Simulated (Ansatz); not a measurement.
The cluster BiIO, relaxed as a quintet with UKS B3LYP-D4/def2-TZVP in Ansatz, starting from the B3LYP-D4/def2-TZVP geometry of the neutral singlet. Force threshold 0.02 eV/Å.

In the def2 sets Bi, I take a core potential; there is no spin–orbit coupling. At B3LYP-D4/def2-TZVP a singlet of charge 0 lies 3.15 eV below the quintet, each at its own geometry. The structure comes from a short search, and lower isomers may exist.

Start:

Cartesian coordinates in Å:
```
Bi -0.690 0.418 0.592
O -0.110 1.562 -0.813
I 0.800 -1.980 0.220
```

Task: Estimate the energy that the relaxation releases and the steps that it takes.

Result: 60.3 kcal/mol, in 14 steps; 28 s on 4 threads of AMD EPYC 9B14 on a shared host. No frequencies were taken in this run, so the end may be a saddle point.

Task: Does the start keep its bonding and symmetry?

Result: Bonds lost: Bi1–I3 (atoms count from 1). Bonds formed: O2–I3 (atoms count from 1). Point group Cs at the start, Cs at the end, both within 0.05 Å.

Task: Predict the relaxed structure.

Result: 
Cartesian coordinates in Å:
```
Bi -1.2148 1.0781 0.8353
O 0.2575 0.5494 -0.6488
I 0.9573 -1.6274 -0.1865
```
Bond lengths: 1 × Bi–O 2.16 Å; 1 × I–O 2.33 Å.
